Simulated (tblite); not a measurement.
Compound: 3,3-dimethylpentane, C7H16.
Numbering: `[CH3:1][CH2:2][C:3]([CH3:4])([CH3:5])[CH2:6][CH3:7]` (hydrogens: H8, H9, H10 on C1; H11, H12 on C2; H13, H14, H15 on C4; H16, H17, H18 on C5; H19, H20 on C6; H21, H22, H23 on C7)

Computed with GFN2-xTB (tblite), gas phase: Langevin dynamics at 200 K from the optimised GFN2-xTB geometry, time step 0.5 fs, friction 0.01 fs⁻¹, 2000 steps. The instantaneous temperature is 2·E(kin)/(3Nk) with all 3N coordinates.

| t (fs) | T (K) | E(pot) above start (eV) | C1–C2 (Å) | C2–C3 (Å) | C3–C4 (Å) | C3–C5 (Å) | C3–C6 (Å) | C1–H8 (Å) | C1–C2–C3–C4 (°) |
| --- | --- | --- | --- | --- | --- | --- | --- | --- | --- |
| 0 | 160 | 0.000 | 1.525 | 1.540 | 1.533 | 1.533 | 1.540 | 1.087 | 64 |
| 25 | 98 | 0.348 | 1.527 | 1.548 | 1.519 | 1.539 | 1.506 | 1.082 | 63 |
| 50 | 129 | 0.382 | 1.537 | 1.581 | 1.515 | 1.540 | 1.530 | 1.096 | 57 |
| 75 | 148 | 0.457 | 1.513 | 1.560 | 1.512 | 1.552 | 1.518 | 1.101 | 62 |
| 100 | 186 | 0.392 | 1.540 | 1.609 | 1.492 | 1.547 | 1.566 | 1.098 | 52 |
| 125 | 185 | 0.499 | 1.550 | 1.582 | 1.475 | 1.547 | 1.506 | 1.110 | 41 |
| 150 | 164 | 0.647 | 1.517 | 1.568 | 1.534 | 1.543 | 1.502 | 1.069 | 48 |
| 175 | 192 | 0.499 | 1.541 | 1.575 | 1.541 | 1.558 | 1.510 | 1.056 | 45 |
| 200 | 197 | 0.403 | 1.541 | 1.523 | 1.495 | 1.538 | 1.523 | 1.078 | 45 |
| 225 | 162 | 0.561 | 1.519 | 1.576 | 1.560 | 1.559 | 1.583 | 1.122 | 57 |
| 250 | 130 | 0.635 | 1.520 | 1.528 | 1.511 | 1.514 | 1.523 | 1.067 | 61 |
| 275 | 223 | 0.452 | 1.536 | 1.527 | 1.566 | 1.574 | 1.569 | 1.065 | 56 |
| 300 | 150 | 0.663 | 1.521 | 1.507 | 1.561 | 1.534 | 1.505 | 1.126 | 58 |
| 325 | 229 | 0.478 | 1.581 | 1.598 | 1.518 | 1.543 | 1.597 | 1.096 | 59 |
| 350 | 206 | 0.585 | 1.533 | 1.489 | 1.488 | 1.483 | 1.529 | 1.044 | 65 |
| 375 | 183 | 0.531 | 1.496 | 1.533 | 1.568 | 1.574 | 1.581 | 1.093 | 73 |
| 400 | 167 | 0.504 | 1.486 | 1.546 | 1.542 | 1.544 | 1.510 | 1.123 | 72 |
| 425 | 174 | 0.532 | 1.525 | 1.578 | 1.542 | 1.495 | 1.589 | 1.065 | 67 |
| 450 | 242 | 0.395 | 1.547 | 1.526 | 1.562 | 1.552 | 1.559 | 1.080 | 60 |
| 475 | 203 | 0.359 | 1.538 | 1.522 | 1.518 | 1.543 | 1.530 | 1.095 | 61 |
| 500 | 150 | 0.518 | 1.551 | 1.615 | 1.564 | 1.496 | 1.559 | 1.096 | 50 |
| 525 | 176 | 0.486 | 1.516 | 1.495 | 1.511 | 1.527 | 1.544 | 1.069 | 46 |
| 550 | 169 | 0.467 | 1.529 | 1.560 | 1.543 | 1.586 | 1.548 | 1.106 | 50 |
| 575 | 122 | 0.580 | 1.571 | 1.541 | 1.485 | 1.552 | 1.556 | 1.075 | 43 |
| 600 | 148 | 0.559 | 1.522 | 1.527 | 1.515 | 1.558 | 1.560 | 1.072 | 41 |
| 625 | 143 | 0.549 | 1.508 | 1.531 | 1.511 | 1.595 | 1.541 | 1.096 | 47 |
| 650 | 188 | 0.372 | 1.530 | 1.561 | 1.512 | 1.570 | 1.546 | 1.080 | 46 |
| 675 | 166 | 0.502 | 1.561 | 1.554 | 1.552 | 1.508 | 1.567 | 1.088 | 42 |
| 700 | 220 | 0.525 | 1.539 | 1.519 | 1.561 | 1.508 | 1.517 | 1.095 | 48 |
| 725 | 180 | 0.532 | 1.507 | 1.577 | 1.531 | 1.534 | 1.553 | 1.098 | 45 |
| 750 | 177 | 0.645 | 1.483 | 1.544 | 1.533 | 1.488 | 1.591 | 1.102 | 45 |
| 775 | 238 | 0.566 | 1.512 | 1.533 | 1.580 | 1.518 | 1.500 | 1.079 | 56 |
| 800 | 230 | 0.594 | 1.556 | 1.508 | 1.536 | 1.548 | 1.540 | 1.068 | 58 |
| 825 | 198 | 0.662 | 1.547 | 1.546 | 1.541 | 1.520 | 1.604 | 1.112 | 65 |
| 850 | 192 | 0.646 | 1.498 | 1.555 | 1.535 | 1.493 | 1.566 | 1.093 | 63 |
| 875 | 234 | 0.448 | 1.495 | 1.547 | 1.544 | 1.584 | 1.529 | 1.063 | 63 |
| 900 | 172 | 0.648 | 1.526 | 1.560 | 1.538 | 1.582 | 1.508 | 1.088 | 73 |
| 925 | 187 | 0.616 | 1.521 | 1.568 | 1.541 | 1.518 | 1.496 | 1.120 | 69 |
| 950 | 188 | 0.611 | 1.548 | 1.576 | 1.499 | 1.581 | 1.521 | 1.081 | 63 |
| 975 | 217 | 0.573 | 1.519 | 1.578 | 1.539 | 1.579 | 1.539 | 1.070 | 64 |
| 1000 | 182 | 0.694 | 1.538 | 1.533 | 1.543 | 1.554 | 1.482 | 1.115 | 63 |

**Question.** From 500 fs on, how do temperature and potential energy compare with equipartition?

**Answer.** The mean temperature of these 21 frames is 185 K against the target 200 K, and the mean potential energy 0.56 eV against 63 × kT/2 = 0.54 eV for 63 classical harmonic modes. For 23 atoms in a canonical ensemble the temperature itself scatters by T·√(2/(3N)) = 34 K; here its standard deviation is 30 K. The whole run lasts only 10 friction times of 100 fs, so these averages carry a wide statistical error.

**Question.** What are the kinetic and total energies of the listed frame with the highest potential energy?

**Answer.** The one at 1000 fs, 0.694 eV above the start. Its kinetic energy is 3NkT/2 = 0.540 eV at 182 K, so the sum is 1.23 eV; over the listed frames the sum runs from 0.48 to 1.28 eV, since the thermostat adds and removes energy.

**Question.** How much do the listed bonds fluctuate from 500 fs on?

**Answer.** 
| bond | at the start (Å) | mean (Å) | standard deviation (Å) |
| --- | --- | --- | --- |
| C1–C2 | 1.525 | 1.527 | 0.022 |
| C2–C3 | 1.540 | 1.549 | 0.026 |
| C3–C4 | 1.533 | 1.534 | 0.022 |
| C3–C5 | 1.533 | 1.543 | 0.034 |
| C3–C6 | 1.540 | 1.541 | 0.030 |
| C1–H8 | 1.087 | 1.089 | 0.016 |

The motion is classical and holds no zero-point motion.

What follows is the cost of the whole dynamics run. The run took 12 s wall on Intel Xeon Platinum 8488C, one thread, shared host with 96 logical CPUs at a one-minute load of 14, and the process peaked at 0.18 GiB of memory.
